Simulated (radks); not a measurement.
Results of a calculation; reference values are marked as such.
Species: Tb4+. Configuration: [Xe] 4f6.5 6s0.5 (fractional occupations, a model configuration). Level of theory: Dirac Kohn-Sham, RPBE, spin-unpolarised, spherical densities, point nucleus; open shells are shared between the two j in proportion to 2j + 1 (a radial shooting solver on a logarithmic mesh with Libxc functionals). Some entries of the table are withheld. Estimate them.

| orbital | occ. | eigenvalue (Ry) | r(max) (bohr) |
|---|---|---|---|
| 1s1/2 | 2 | -3812.138 | 0.01364 |
| 2s1/2 | 2 | -635.3274 | 0.07766 |
| 2p1/2 | 2 | -603.8399 | 0.05860 |
| 2p3/2 | 4 | -548.9809 | 0.06452 |
| 3s1/2 | 2 | -144.5336 | 0.2200 |
| 3p1/2 | 2 | -130.8684 | 0.2073 |
| 3p3/2 | 4 | -119.5453 | 0.2198 |
| 3d3/2 | 4 | -96.04952 | 0.1744 |
| 3d5/2 | 6 | -93.58100 | 0.1779 |
| 4s1/2 | 2 | (1) | 0.5044 |
| 4p1/2 | 2 | -26.84398 | 0.5080 |
| 4p3/2 | 4 | -24.29365 | 0.5342 |
| 4d3/2 | 4 | -15.45642 | (2) |
| 4d5/2 | 6 | -14.99014 | (3) |
| 5s1/2 | 2 | -7.11199 | 1.149 |
| 5p1/2 | 2 | (4) | 1.236 |
| 5p3/2 | 4 | (5) | 1.303 |
| 4f5/2 | 2.78571 | -4.44661 | 0.5376 |
| 4f7/2 | 3.71429 | -4.37704 | 0.5420 |
| 6s1/2 | 0.5 | -2.47438 | 2.629 |

Answer. 
(1) 4s1/2 eigenvalue (Ry): -32.20763
(2) 4d3/2 r(max) (bohr): 0.5398
(3) 4d5/2 r(max) (bohr): 0.5482
(4) 5p1/2 eigenvalue (Ry): -5.53575
(5) 5p3/2 eigenvalue (Ry): -5.12969
